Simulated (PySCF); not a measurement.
Gas-phase reaction: GeHCl + 2 H = GeH2 + HCl

Computed with PySCF and rigid-rotor harmonic-oscillator thermochemistry at 1 bar. † marks an energy on the PBE0/def2-TZVP geometry and frequencies; other levels use their own. CCSD(T) freezes the core. 6-31G* has spherical d functions here. Open shells (unrestricted): H (multiplicity 2); the rest are closed-shell singlets. B3LYP is the form with VWN-RPA correlation. Ge: all electrons, no relativistic terms. GeHCl, GeH2: computed as isolated molecules; such fragments, hydroxides, amides, oligomers or adducts are transient or little studied in the gas. CCSD(T) isn't extrapolated to the basis-set limit; its ΔH°(298 K) is -320.3 kJ in def2-SVP and -329.9 kJ in def2-TZVPP. The harmonic model lacks anharmonicity and excited electronic states, which grow with temperature; levels with a mode under 35 cm⁻¹ are left out.

```csv
level,"ΔE electronic, kJ","ΔH°(298 K), kJ","ΔS°(298 K), J/K","ΔG°(1200 K), kJ"
B3LYP/6-31G*,-337,-314,-87,-195
B3LYP/def2-TZVP†,-349,-325,-87,-206
CCSD(T)/def2-TZVPP†,-354,-330,-87,-211
HF/6-31G*,-245,-220,-87,-101
M06-2X/def2-TZVP†,-331,-307,-87,-189
PBE/def2-TZVP†,-322,-298,-87,-179
PBE0/def2-TZVP,-327,-303,-87,-185
r2SCAN/def2-TZVP†,-331,-307,-87,-189
ωB97X-V/def2-TZVP†,-342,-318,-87,-200
```
ΔH° is lowest at CCSD(T)/def2-TZVPP† and highest at HF/6-31G*. No reference value is set beside these.
